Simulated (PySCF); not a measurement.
F$_{3}$MoO (SMILES [O]=[Mo+]([F])([F])[F]), charge +1, singlet, at a GFN2-xTB geometry (such geometries of metal compounds can be far from the true shape) (the multiplicity is a formal guess) (core potentials on Mo); M062X/def2-SVP run with PySCF.

PySCF was given this input:
```python
from pyscf import gto, scf, dft

mol = gto.M(
    atom='''
Mo    0.010061    0.005173   -0.011636
O     1.014249    0.521513   -1.172991
F     0.937270   -0.852367    1.142779
F    -1.156663   -1.013186   -0.739280
F    -0.729115    1.377843    0.693462
''',
    basis='def2-svp',
    ecp={'Mo': 'def2-svp'},
    charge=1,
    spin=0,
    verbose=4,
)

mf = dft.RKS(mol)
mf.xc = 'm062x'
mf.grids.atom_grid = (75, 302)
mf.kernel()
```

What the program printed (banner, timings and long lists left out):

```
PySCF version 2.14.0

[INPUT] verbose = 4
[INPUT] num. atoms = 5
[INPUT] num. electrons = 48
[INPUT] charge = 1
[INPUT] spin (= nelec alpha-beta = 2S) = 0
[INPUT] symmetry False subgroup None
[INPUT] Mole.unit = angstrom
[INPUT] Symbol           X                Y                Z      unit          X                Y                Z       unit  Magmom
[INPUT]  1 Mo     0.010061000000   0.005173000000  -0.011636000000 AA    0.019012534539   0.009775553242  -0.021988853185 Bohr   0.0
[INPUT]  2 O      1.014249000000   0.521513000000  -1.172991000000 AA    1.916652832114   0.985516740400  -2.216631736580 Bohr   0.0
[INPUT]  3 F      0.937270000000  -0.852367000000   1.142779000000 AA    1.771183604771  -1.610740187617   2.159539330904 Bohr   0.0
[INPUT]  4 F     -1.156663000000  -1.013186000000  -0.739280000000 AA   -2.185776288418  -1.914644053244  -1.397036729368 Bohr   0.0
[INPUT]  5 F     -0.729115000000   1.377843000000   0.693462000000 AA   -1.377827663312   2.603745912649   1.310453257793 Bohr   0.0

nuclear repulsion = 241.523718512938
number of shells = 35
number of NR pGTOs = 153
number of NR cGTOs = 87
basis = def2-svp
ecp = {'Mo': 'def2-svp'}

******** <class 'pyscf.dft.rks.RKS'> ********
method = RKS
initial guess = minao
damping factor = 0
level_shift factor = 0
DIIS = <class 'pyscf.scf.diis.CDIIS'>
diis_start_cycle = 1
diis_space = 8
diis_damp = 0
SCF conv_tol = 1e-09
SCF conv_tol_grad = None
SCF max_cycles = 50
direct_scf = True
direct_scf_tol = 1e-13
XC library pyscf.dft.libxc version 7.1.2
    S. Lehtola, C. Steigemann, M. J. T. Oliveira, and M. A. L. Marques,  SoftwareX 7, 1–5 (2018)
XC functionals = m062x
    Y. Zhao and D. G. Truhlar,  Theor. Chem. Acc. 120, 215 (2008)
    Y. Zhao and D. G. Truhlar,  Theor. Chem. Acc. 120, 215 (2008)
radial grids:
    Treutler-Ahlrichs [JCP 102, 346 (1995); DOI:10.1063/1.469408] (M4) radial grids

becke partition: Becke, JCP 88, 2547 (1988); DOI:10.1063/1.454033
pruning grids: <function nwchem_prune>
grids dens level: 3
symmetrized grids: False
atomic radii adjust function: <function treutler_atomic_radii_adjust>
User specified grid scheme (75, 302)
small_rho_cutoff = 0
Set gradient conv threshold to 3.16228e-05
Initial guess from minao.
tot grids = 70304
init E= -434.983194913664
  HOMO = -0.710424919506615  LUMO = -0.335457752429233  gap/eV = 10.20338
cycle= 1 E= -441.760388691515  delta_E= -6.78  |g|= 1.48  |ddm|= 3.26
  HOMO = -0.680452793732867  LUMO = -0.506290847210507  gap/eV = 4.73919
cycle= 2 E= -438.606428260218  delta_E= 3.15  |g|= 4.21  |ddm|= 3.57
  HOMO = -0.763938038456104  LUMO = -0.372720293914046  gap/eV = 10.64558
cycle= 3 E= -442.098783603999  delta_E= -3.49  |g|= 0.659  |ddm|= 2.87
  HOMO = -0.722137101862719  LUMO = -0.358453952607888  gap/eV = 9.89632
cycle= 4 E= -442.169756525948  delta_E= -0.071  |g|= 0.236  |ddm|= 0.547
  HOMO = -0.750256507428354  LUMO = -0.363048198836272  gap/eV = 10.53647
cycle= 5 E= -442.179766707114  delta_E= -0.01  |g|= 0.0175  |ddm|= 0.149
  HOMO = -0.747117546257258  LUMO = -0.356992384294176  gap/eV = 10.61585
cycle= 6 E= -442.179833179601  delta_E= -6.65e-05  |g|= 0.00629  |ddm|= 0.0194
  HOMO = -0.748190039741292  LUMO = -0.357723842794982  gap/eV = 10.62513
cycle= 7 E= -442.179841437724  delta_E= -8.26e-06  |g|= 0.000585  |ddm|= 0.00518
  HOMO = -0.748159476268628  LUMO = -0.357753255004299  gap/eV = 10.62349
cycle= 8 E= -442.179841585688  delta_E= -1.48e-07  |g|= 0.000213  |ddm|= 0.000989
  HOMO = -0.748161627286144  LUMO = -0.357772850893024  gap/eV = 10.62302
cycle= 9 E= -442.179841603781  delta_E= -1.81e-08  |g|= 8.76e-05  |ddm|= 0.00035
  HOMO = -0.748159551596193  LUMO = -0.357768900340237  gap/eV = 10.62307
cycle= 10 E= -442.179841605417  delta_E= -1.64e-09  |g|= 4.51e-05  |ddm|= 9.72e-05
  HOMO = -0.74815827793336  LUMO = -0.357766062629121  gap/eV = 10.62311
cycle= 11 E= -442.17984160582  delta_E= -4.03e-10  |g|= 9.38e-06  |ddm|= 3.45e-05
  HOMO = -0.748160071563897  LUMO = -0.357766128016108  gap/eV = 10.62316
Extra cycle  E= -442.179841605824  delta_E= -4.09e-12  |g|= 1.47e-05  |ddm|= 1.95e-05
converged SCF energy = -442.179841605824
```
